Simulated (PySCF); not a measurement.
Electronic structure of I⁺ (iodine, charge +1) at the UHF level

Configuration: [Kr] 4d10 5s2 5p3 6s1, high-spin 5S determinant (an excited configuration). Calculation: PySCF 2.14, in aug-cc-pVQZ-PP with ECP28MDF (7s7p5d3f2g, 92 functions); a scalar-relativistic core potential.

```
Total energy             : -293.977990 hartree
One-electron energy      : -501.1113 hartree
Hartree (Coulomb) energy : 227.7744 hartree
Exchange energy          : -20.6410 hartree
⟨S²⟩                     : 6.0014
⟨L²⟩                     : 0.000
Sum of ⟨r⟩               : 31.22 bohr
Sum of ⟨r²⟩              : 68.08 bohr²
```

| shell | electrons | mean orbital energy (hartree) | rms radius, mean of both spins (bohr) |
| --- | --- | --- | --- |
| 4s α | 1 | -8.28137 | 0.796 |
| 4s β | 1 | -8.25049 | 0.796 |
| 4p α | 3 | -6.10318 | 0.854 |
| 4p β | 3 | -6.07366 | 0.854 |
| 4d α | 5 | -2.82690 | 0.995 |
| 4d β | 5 | -2.80380 | 0.995 |
| 5s α | 1 | -1.45446 | 2.03 |
| 5s β | 1 | -1.15181 | 2.03 |
| 5p α | 3 | -0.90199 | 2.38 |
| 6s α | 1 | -0.31658 | 5.22 |

Energies and moments cover only the electrons outside the core potential. The outer electron is Rydberg-like, and this basis confines it to a smaller radius and binds it less than a complete one would.
